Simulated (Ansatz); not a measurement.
Sc₂N₂, relaxed as a quintet with UKS r2SCAN-D4/def2-SVP in Ansatz, starting from the r2SCAN-D4/def2-SVP geometry of the neutral singlet. Force threshold 0.02 eV/Å.

At r2SCAN-D4/def2-SVP a singlet of charge 0 lies 2.91 eV below the quintet, each at its own geometry. The structure comes from a short search, and lower isomers may exist.

Start:

```xyz
4

Sc    0.759    0.495    1.000
Sc   -0.759   -0.494   -1.000
N     1.065   -0.469   -0.576
N    -1.065    0.469    0.576
```

| step | energy (eV) | largest force component (eV/Å) | SCF passes |
| --- | --- | --- | --- |
| 1 | -44365.2373 | 4.852 | 189 |
| 2 | -44366.3069 | 0.225 | 69 |
| 3 | -44366.3105 | 0.011 | 49 |

Force components are those of the run's own axes.

End:

Cartesian coordinates in Å:
```
Sc 0.877 0.572 1.156
Sc -0.877 -0.572 -1.157
N 0.969 -0.427 -0.524
N -0.969 0.427 0.524
```

By distances, no bond broke or formed. The bond that changes most is Sc1–N3, from 1.87 to 1.96 Å (atoms count from 1).

No frequencies were taken in this run, so the end may be a saddle point.

Hardware: 4 threads of Arm Neoverse V2 on a shared host. Wall time 43 s.
